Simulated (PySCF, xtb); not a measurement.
C3H8Se, SMILES CC[Se]C. The values are those of a single conformer.

Harmonic wavenumbers (cm⁻¹) from GFN2-xTB (xtb) at its own minimum, in rising order: 64, 136, 186, 231, 274, 536, 572, 748, 872, 879, 1000, 1003, 1069, 1223, 1232, 1283, 1404, 1430, 1437, 1441, 1490, 1496, 2953, 2974, 3004, 3014, 3016, 3032, 3035, 3037.

Task: What does PBE-D3(BJ)/def2-SVP in PySCF 2.14.0 give at its own minimum? (Estimate from the structure and the level; the computed values follow.)

Result: 76, 137, 185, 258, 289, 552, 591, 714, 867, 872, 950, 988, 1043, 1204, 1213, 1245, 1339, 1384, 1391, 1399, 1413, 1422, 2965, 2979, 2990, 3044, 3050, 3073, 3088, 3100. Paired by order, the mean absolute difference is 30 cm⁻¹ and the zero-point energies are 63.0 and 62.6 kcal/mol.
